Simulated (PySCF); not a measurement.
Compound: B2FH4N.
InChI=1S/B2FH4N/c1-4-2-3/h2,4H,1H2

Torsions of this conformer, `[BH2:1][NH:2][BH:3][F:4]`: B1–N2–B3–F4 180°.

The closed-shell ground state was solved at several levels (PySCF, density fitting, gas phase, non-relativistic). Isolated species at its PBE0-D3(BJ)/def2-SVP geometry (one conformer only).

```
           level  basis functions  HOMO (eV)  LUMO (eV)  gap (eV)  dipole (D)
    B3LYP/6-31G*               64      -8.95      -0.77      8.18        1.01
   B3LYP/cc-pVTZ              176      -9.17      -1.21      7.96        0.92
     B3LYP/pcJ-1              148      -9.22      -1.22      8.00        0.95
   PBE0/pcSseg-1               88      -9.40      -1.01      8.39        0.93
wB97X-D/pcSseg-2              200     -11.36       0.85     12.21        0.92
```

Task: Estimate the row for wB97X-D/def2-SVPD, a basis of 115 functions; the other rows only guide the guess.

Result: HOMO -11.36 eV, LUMO 0.89 eV, gap 12.25 eV, dipole 0.93 D.

Task: Over all these levels, which gives the widest orbital gap and which the narrowest?

Result: wB97X-D/def2-SVPD (range-separated hybrid) has the widest, 12.25 eV, and B3LYP/cc-pVTZ (global hybrid, 20 % exact exchange) the narrowest, 7.96 eV. Functional and basis both differ between the two, so the spread mixes both effects.

Task: How much does the basis alone move the frontier levels among the 3 B3LYP rows?

Result: The HOMO by 0.27 eV and the LUMO by 0.45 eV. By rising basis size (HOMO, LUMO in eV): 6-31G* -8.95, -0.77; pcJ-1 -9.22, -1.22; cc-pVTZ -9.17, -1.21.

Task: How far do the dipole and the HOMO energy spread over the levels?

Result: The dipole runs from 0.92 to 1.01 D (mean 0.94 D) and the HOMO from -11.36 to -8.95 eV.
